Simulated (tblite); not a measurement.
Input of a run (GFN2-xTB geometry optimisation, gas phase (tblite 0.8.0)), started from a force field or distance geometry:
```
{"job": {"kind": "relax", "xc": "GFN2-xTB", "basis": "xTB"}, "charge": 0, "multiplicity": 2}
C      3.199500    -0.447100    -0.168900
C      2.005600    -0.192500    -0.114600
C      0.597100     0.086000    -0.007100
C      0.194800     1.402900     0.214100
C     -1.174600     1.652500     0.318100
C     -2.098400     0.613200     0.162300
C     -1.642300    -0.663400    -0.069600
Cl    -2.817300    -1.926200    -0.236800
C     -0.290200    -0.956600    -0.156700
H      4.225200    -0.652900    -0.203800
H      0.921700     2.204200     0.334200
H     -3.170300     0.831900     0.238700
H      0.045000    -1.951500    -0.327700
```

Output (eV, eV/Å):
```
step      E/eV     max force
  0    -640.46237    2.379
  1    -640.50024    5.221
  2    -640.56375    2.391
  3    -640.61121    0.575
  4    -640.61848    0.226
  5    -640.62116    0.174
  6    -640.62321    0.072
  7    -640.62357    0.055
  8    -640.62398    0.062
  9    -640.62448    0.078
 10    -640.62481    0.043
 11    -640.62498    0.028
 12    -640.62506    0.022
 13    -640.62513    0.027
 14    -640.62519    0.027
 15    -640.62524    0.018
 16    -640.62527    0.017
 17    -640.62530    0.020
 18    -640.62533    0.028
 19    -640.62537    0.032
 20    -640.62542    0.027
 21    -640.62547    0.018
 22    -640.62551    0.015
 23    -640.62555    0.019
 24    -640.62559    0.020
 25    -640.62564    0.023
 26    -640.62569    0.023
 27    -640.62574    0.017
 28    -640.62578    0.018
 29    -640.62581    0.015
 30    -640.62583    0.014
 31    -640.62584    0.010
 32    -640.62585    0.008
```

Summarise the run.

The energy falls by 3.8 kcal/mol over 32 L-BFGS steps, the largest force on an atom goes from 2.38 to 0.008 eV/Å, and the atoms move by 0.034 Å rms after alignment. Among the bonds, C4–C5 and C5–C6 change most and about equally (-0.037 to -0.036 Å). Bonds longer at the end by more than 0.005 Å: 4 of 13; shorter: 6. Among the angles that change most is C4–C5–C6, from 120.4° to 126.1°. The energy never rose by more than 1e-5 eV on the way. The first step brought 23 % of the lowering.

What are the final bond lengths?

C1≡C2 1.201 Å, C2–C3 1.413 Å, C3–C4 1.407 Å, C4–C5 1.358 Å, C5–C6 1.363 Å, C6–C7 1.397 Å, C7–Cl8 1.731 Å, C7–C9 1.383 Å, C3–C9 1.393 Å, C1–H10 1.049 Å, C4–H11 1.078 Å, C6–H12 1.078 Å, C9–H13 1.079 Å. Numbering counts from 1 in the input's order; the species is `C#Cc1c[c]cc(Cl)c1` [radical].

Its GFN2-xTB frequencies are all real (lowest 114 cm⁻¹).

These are computed values.
